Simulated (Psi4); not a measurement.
BF, triplet, geometry from GFN2-xTB (the spin is typed, not shown lowest); M06-L/def2-SVP in Psi4 1.11.

Psi4 was given this input:
```
memory 2 GB

molecule mol {
0 3
B    -0.000000   -0.000000   -0.862122
F     0.000000    0.000000    0.478957
}

set {
  basis def2-svp
  reference uks
}

energy('m06-l')
print_variables()
```

### Question
What does Psi4 print? Leave out banner, timings and long lists.

### Answer

```
   => Loading Basis Set <=

    Name: DEF2-SVP
    Role: ORBITAL
    Keyword: BASIS

         ---------------------------------------------------------
                                   SCF
               by Justin Turney, Rob Parrish, Andy Simmonett
                          and Daniel G. A. Smith
                              UKS Reference
         ---------------------------------------------------------

  ==> Geometry <==

    Molecular point group: c2v
    Full point group: C_inf_v

    Geometry (in Angstrom), charge = 0, multiplicity = 3:

       Center              X                  Y                   Z               Mass
    ------------   -----------------  -----------------  -----------------  -----------------
         B            0.000000000000     0.000000000000    -0.849060483768    11.009305360000
         F            0.000000000000     0.000000000000     0.492018516232    18.998403162730

  Running in c2v symmetry.

  Rotational constants: A = ************  B =      1.34476  C =      1.34476 [cm^-1]
  Rotational constants: A = ************  B =  40314.77970  C =  40314.77970 [MHz]
  Nuclear repulsion =   17.756578456712841

  Charge       = 0
  Multiplicity = 3
  Electrons    = 14
  Nalpha       = 8
  Nbeta        = 6

  ==> Algorithm <==

  SCF Algorithm Type is DF.
  DIIS enabled.
  MOM disabled.
  Fractional occupation disabled.
  Guess Type is SAD.
  Energy threshold   = 1.00e-06
  Density threshold  = 1.00e-06
  Integral threshold = 1.00e-12

  ==> Primary Basis <==

  Basis Set: DEF2-SVP
    Blend: DEF2-SVP
    Number of shells: 12
    Number of basis functions: 28
    Number of Cartesian functions: 30
    Spherical Harmonics?: true
    Max angular momentum: 2

  ==> DFT Potential <==

   => LibXC <=

    Version 7.1.2
    S. Lehtola, C. Steigemann, M. J. T. Oliveira, and M. A. L. Marques,  SoftwareX 7, 1–5 (2018) (10.1016/j.softx.2017.11.002)

   => Composite Functional: M06-L <=

    M06-L Meta-GGA XC Functional

    Y. Zhao and D. G. Truhlar, J. Chem. Phys. 125, 194101, 2006

    Deriv               =              1
    GGA                 =           TRUE
    Meta                =           TRUE

    Exchange Hybrid     =          FALSE
    MP2 Hybrid          =          FALSE

   => Exchange Functionals <=

    1.0000   XC_MGGA_X_M06_L

   => Correlation Functionals <=

    1.0000   XC_MGGA_C_M06_L

   => LibXC Density Thresholds  <==

    XC_MGGA_C_M06_L:  1.00E-12
    XC_MGGA_X_M06_L:  1.00E-15

   => Molecular Quadrature <=

    Radial Scheme          =       TREUTLER
    Pruning Scheme         =           NONE
    Nuclear Scheme         =       TREUTLER

    Blocking Scheme        =         OCTREE
    BS radius alpha        =              1
    Pruning alpha          =              1
    Radial Points          =             75
    Spherical Points       =            302
    Total Points           =          43592
    Total Blocks           =            392
    Max Points             =            254
    Max Functions          =             28
    Weights Tolerance      =       1.00E-15

   => Loading Basis Set <=

    Name: (DEF2-SVP AUX)
    Role: JKFIT
    Keyword: DF_BASIS_SCF

  ==> Integral Setup <==

  SCF_SUBTYPE=INCORE selected. In-core MEM_DF algorithm will be used.
  Using in-core AOs.

  ==> MemDFJK: Density-Fitted J/K Matrices <==

    J tasked:                   Yes
    K tasked:                    No
    wK tasked:                   No
    Algorithm:                 Core
    Schwarz Cutoff:           1E-12
    Mask sparsity (%):       0.0000
    Fitting Condition:        1E-10

   => Auxiliary Basis Set <=

  Basis Set: (DEF2-SVP AUX)
    Blend: DEF2-UNIVERSAL-JKFIT
    Number of shells: 50
    Number of basis functions: 152
    Number of Cartesian functions: 182
    Spherical Harmonics?: true
    Max angular momentum: 4

  Minimum eigenvalue in the overlap matrix is 3.9358647248E-02.
  Reciprocal condition number of the overlap matrix is 1.2955806473E-02.
[...]
   @DF-UKS iter  86:  -124.27480305985524   -5.41072e-02   3.81636e-02 ADIIS/DIIS
   @DF-UKS iter  87:  -124.27212970843244    2.67335e-03   3.85338e-02 ADIIS/DIIS
   @DF-UKS iter  88:  -124.26961374991848    2.51596e-03   3.89241e-02 ADIIS/DIIS
   @DF-UKS iter  89:  -124.28161783660907   -1.20041e-02   3.73818e-02 ADIIS/DIIS
   @DF-UKS iter  90:  -124.25279955011523    2.88183e-02   4.10257e-02 ADIIS/DIIS
    Occupation by irrep:
             A1    A2    B1    B2
    DOCC [     5,    0,    1,    0 ]
    SOCC [     0,    0,    0,    2 ]
    NA   [     5,    0,    1,    2 ]
    NB   [     5,    0,    1,    0 ]

   @DF-UKS iter  91:  -124.37016557667197   -1.17366e-01   2.15019e-02 ADIIS/DIIS
    Occupation by irrep:
             A1    A2    B1    B2
    DOCC [     4,    0,    1,    1 ]
    SOCC [     1,    0,    0,    1 ]
    NA   [     5,    0,    1,    2 ]
    NB   [     4,    0,    1,    1 ]

   @DF-UKS iter  92:  -123.80363637525025    5.66529e-01   4.47078e-02 ADIIS/DIIS
    Occupation by irrep:
             A1    A2    B1    B2
    DOCC [     5,    0,    1,    0 ]
    SOCC [     0,    0,    0,    2 ]
    NA   [     5,    0,    1,    2 ]
    NB   [     5,    0,    1,    0 ]

   @DF-UKS iter  93:  -124.41551724669571   -6.11881e-01   3.56187e-03 ADIIS/DIIS
    Occupation by irrep:
             A1    A2    B1    B2
    DOCC [     4,    0,    1,    1 ]
    SOCC [     1,    0,    0,    1 ]
    NA   [     5,    0,    1,    2 ]
    NB   [     4,    0,    1,    1 ]

   @DF-UKS iter  94:  -123.68507724229374    7.30440e-01   4.94781e-02 ADIIS/DIIS
    Occupation by irrep:
             A1    A2    B1    B2
    DOCC [     5,    0,    1,    0 ]
    SOCC [     0,    0,    0,    2 ]
    NA   [     5,    0,    1,    2 ]
    NB   [     5,    0,    1,    0 ]

   @DF-UKS iter  95:  -124.41526441433970   -7.30187e-01   4.08137e-03 ADIIS/DIIS
    Occupation by irrep:
             A1    A2    B1    B2
    DOCC [     4,    0,    1,    1 ]
    SOCC [     1,    0,    0,    1 ]
    NA   [     5,    0,    1,    2 ]
    NB   [     4,    0,    1,    1 ]

   @DF-UKS iter  96:  -123.80147524533817    6.13789e-01   4.54284e-02 ADIIS/DIIS
   @DF-UKS iter  97:  -124.41382408843521   -6.12349e-01   5.36504e-03 ADIIS/DIIS
   @DF-UKS iter  98:  -124.41756894243085   -3.74485e-03   1.68763e-03 ADIIS/DIIS
   @DF-UKS iter  99:  -124.41769188284756   -1.22940e-04   1.50636e-03 ADIIS/DIIS
   @DF-UKS iter 100:  -124.41786165154508   -1.69769e-04   8.28724e-04 ADIIS/DIIS

PsiException: Could not converge SCF iterations in 100 iterations.

  Failed to converge.

Traceback (most recent call last):
  File "psi4", line 375, in <module>
  File "<string>", line 23, in <module>
  File "site-packages/psi4/driver/driver.py", line 533, in energy
  File "site-packages/psi4/driver/procrouting/proc.py", line 2760, in run_scf
  File "site-packages/psi4/driver/procrouting/proc.py", line 2047, in scf_helper
  File "site-packages/psi4/driver/procrouting/scf_proc/scf_iterator.py", line 93, in scf_compute_energy
  File "site-packages/psi4/driver/procrouting/scf_proc/scf_iterator.py", line 86, in scf_compute_energy
  File "site-packages/psi4/driver/procrouting/scf_proc/scf_iterator.py", line 609, in scf_iterate

psi4.driver.p4util.exceptions.SCFConvergenceError: Could not converge SCF iterations in 100 iterations.

Printing out the relevant lines from the Psithon --> Python processed input file:
    F     0.000000    0.000000    0.478957
    ""","mol")
    core.IO.set_default_namespace("mol")
    core.set_global_option("BASIS", "def2-svp")
    core.set_global_option("REFERENCE", "uks")
--> energy('m06-l')
    print_variables()

!-------------------------------------------------------!
!                                                       !
!  Could not converge SCF iterations in 100 iterations. !
!                                                       !
!-------------------------------------------------------!
```

Convergence was not reached.
